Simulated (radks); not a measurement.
Problem. The chromium ion Cr+, 23 electrons, occupied as [Ar] 3d5. Calculated with a radial shooting solver on a logarithmic mesh with Libxc functionals: scalar-relativistic Kohn-Sham, LDA (Slater exchange, Perdew-Wang correlation), spin-polarised, spherical densities, finite nucleus; open shells are filled with parallel spins first; Fermi nuclear charge, rms radius 3.6452 fm. Some entries of the table are withheld. Estimate them.

orbital  occ.  eigenvalue (eV)  <r^2> (bohr^2)
1s down     1        -5872.655        0.005451
1s up       1        -5872.649        0.005451
2s up       1        -671.9551          0.1022
2s down     1        -670.1993          0.1019
2p up       3        -566.6268         0.08356
2p down     3        -565.2674         0.08317
3s up       1              (1)          0.9474
3s down     1              (2)          0.9531
3p up       3         -53.4919           1.111
3p down     3         -49.2656           1.124
3d up       5              (3)           2.561
3d down     0              (4)           3.401

Solution. 
(1) 3s up eigenvalue (eV): -81.6748
(2) 3s down eigenvalue (eV): -77.3703
(3) 3d up eigenvalue (eV): -11.1197
(4) 3d down eigenvalue (eV): -7.4117
